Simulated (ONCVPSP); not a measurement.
## Configuration tests for Ni (ONCV)

* Element: Ni (Z = 28)
* Generator: ONCVPSP 4.0.1
* Type: optimised norm-conserving Vanderbilt (ONCV)
* Functional: PBE
* Relativity: scalar-relativistic
* Frozen core: [Ar]
* Valence charge: 10
* Reference configuration: 3d8 4s1.5 4p0.5
* Partial waves: 4s: rc 2.05 bohr, ncon 5, nbas 8, qcut 3.6 1/bohr, 2 projectors, debl 3.5 Ha; 4p: rc 2.30 bohr, ncon 5, nbas 9, qcut 3.9 1/bohr, 2 projectors, debl 0.9 Ha; 3d: rc 1.20 bohr, ncon 4, nbas 8, qcut 16 1/bohr, 2 projectors, debl 1.3 Ha
* Local potential: polynomial inside 1.00 bohr (lpopt 3, dvloc0 6 Ha)
* Core correction: Teter function fitted to the true core (icmod 2), fcfact 0.5

Energies are relative to the spin-unpolarised reference configuration 3d8 4s1.5 4p0.5; without spin polarisation the order of configurations can differ from experiment.

```json
{"valence configuration": "3d8 4s1 4p0", "charge": "+1", "ΔE all-electron (eV)": "7.070", "error AE − PS (meV)": "-2.9"}
{"valence configuration": "3d8 4s0 4p0", "charge": "+2", "ΔE all-electron (eV)": "24.421", "error AE − PS (meV)": "-21"}
```

Question: What are ΔE and the potential's error for 3d8 4s0 4p2?

Answer: ΔE = 7.250 eV all-electron; the error (AE − PS) is -6.2 meV.

Question: What are ΔE and the potential's error for 3d8 4s2 4p0?

Answer: ΔE = -2.253 eV all-electron; the error (AE − PS) is -0.3 meV.

Note: no bound ghost flagged; GHOST(+) flagged for s at 97.9 eV.
